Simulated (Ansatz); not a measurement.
Reaction (ligand exchange at the Al–N bond): `[AlH2][N]1C[SiH2]1` + `[OH][GaH2]` → `[AlH2][O][GaH2]` + `C1N[SiH2]1`

Calculated with Ansatz (gas phase, PBE0-D4/def2-TZVP geometries, no zero-point term in ΔE). CCSD(T)/CBS is the MP2 limit (def2-TZVPP, def2-QZVPP) plus CCSD(T) − MP2 in def2-TZVPP, frozen cores. DFT in def2-TZVPP. For Ga outer-core shells are correlated without core-valence functions, which leaves a few kJ/mol of doubt a bond. Scalar relativity is left out up to krypton.

```
             species  PBE energy (Eh)
`[AlH2][N]1C[SiH2]1`       -628.01049
        `[OH][GaH2]`      -2001.55083
   `[AlH2][O][GaH2]`      -2244.48351
        `C1N[SiH2]1`       -385.09053
```

(1) Work out ΔE.

Largest T1 diagnostic among the species: 0.015.

Results:

(1) ΔE = (-2244.48351) + (-385.09053) − (-628.01049) − (-2001.55083) = -0.01272 Eh = -0.35 eV. CCSD(T)/CBS gives -0.37 eV.

The D4 term adds +0.04 eV with B3LYP and +0.02 eV with PBE0; it sums over pairs of atoms, weighted by their polarisabilities, and B3LYP, whose exchange is more repulsive, gets the larger term. Leaving LDA and LC-ωPBE aside and taking each functional with its dispersion term where it has one, the values, not all of them listed here, spread over 0.12 eV, from BHLYP-D4 to revPBE-D4.

B3LYP here is the variant with VWN-RPA as its local correlation; programs differ in this.
